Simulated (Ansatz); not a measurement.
Job for Ansatz (a program for electronic structure): R-PBE0/def2-TZVPP on CH5AlS (SMILES C[S][AlH2]), a point of a torsion scan.

Ansatz 0.2 input:
```yaml
crystal:
  periodic: [false, false, false]
  atoms:
    - {symbol: C, position_ang: [1.34893174, 0.21968742, 0.11516580]}
    - {symbol: S, position_ang: [0.22266842, -1.05176483, 0.83299254]}
    - {symbol: Al, position_ang: [-1.61521158, -0.28073202, -0.07810748]}
    - {symbol: H, position_ang: [0.86700242, 0.73260390, -0.72043132]}
    - {symbol: H, position_ang: [2.23640081, -0.29813700, -0.23290557]}
    - {symbol: H, position_ang: [1.61509289, 0.92795214, 0.89347867]}
    - {symbol: H, position_ang: [-1.48184337, 0.43918667, -1.43786531]}
    - {symbol: H, position_ang: [-3.00633059, -0.41680373, 0.55969144]}
basis:
  gaussian:
    orbitals: def2-TZVPP
hamiltonian:
  xc: {name: PBE0}
scf: {lower_state_search: off}
```

The head of its log:

```
WARN ansatz: RAYON_NUM_THREADS=1 ignored (pool sized by the plan → 1); use --threads N
Functional definition: PBE0
these checks for a lower state are left out or cut short: stability, starts, cluster_reference, orbital_swaps, neighbouring_geometries, increment
integrals: 0.10 GiB planned
1090 factors; their error is unknown
mean field: 0.83 GiB planned
mean field evaluation 1: about -18540.1100 eV, gradient 4.1e1 eV
mean field evaluation 2: about -18538.1656 eV, gradient 4.7e1 eV
```

**Question.** What total energy does the run end on?

**Answer.** -681.4794 hartree.
